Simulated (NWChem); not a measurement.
System: SiH2I, doublet; SMILES [SiH2]I

Computed with NWChem. Spin-unrestricted. In the optimisation the excess spin sits in a' (Cs, its own frame). No stability test was run on the SCF state. def2 effective core potentials on I; no spin-orbit coupling. Each level has its own optimisation.

For level BLYP/def2-SVP (core potentials):

```
Item        Value
----------  -----
r I–Si (Å)  2.493
dipole (D)   0.89
```

Estimate the same quantities for level LDA (Slater exchange, VWN5)/def2-SVP (core potentials).


- r I–Si (Å): 2.434
- dipole (D): 0.77
